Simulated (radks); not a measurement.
Results of a calculation; reference values are marked as such.
Problem. Valence configurations of the scandium ion Sc+ (all share [Ar]). Code: a radial shooting solver on a logarithmic mesh with Libxc functionals. Model: scalar-relativistic Kohn-Sham, SCAN, spin-polarised, spherical densities, finite nucleus; open shells are filled with parallel spins first; meta-GGA in the generalised Kohn-Sham scheme; Fermi nuclear charge, rms radius 3.5459 fm. Order these by energy: 3d1.5 4s0.5; 4s0.5 4p1.5; 3d2; 3d1 4s1; 3d1 4p1; 3d0.5 4s0.5 4p1; 3d0.5 4s1 4p0.5.

Solution. From the lowest, in eV above it: 3d1 4s1 0.000; 3d1.5 4s0.5 0.292; 3d2 0.799; 3d0.5 4s1 4p0.5 2.097; 3d1 4p1 3.672; 3d0.5 4s0.5 4p1 4.078; 4s0.5 4p1.5 6.966. NIST lists [Ar] 3d1 4s1 as the ground configuration; this level of theory agrees among the configurations tried. The energies are those of spherical high-spin densities, not of single terms. No valid solution was reached for [Ar] 4s2; [Ar] 4s1 4p1; [Ar] 4s1.5 4p0.5.
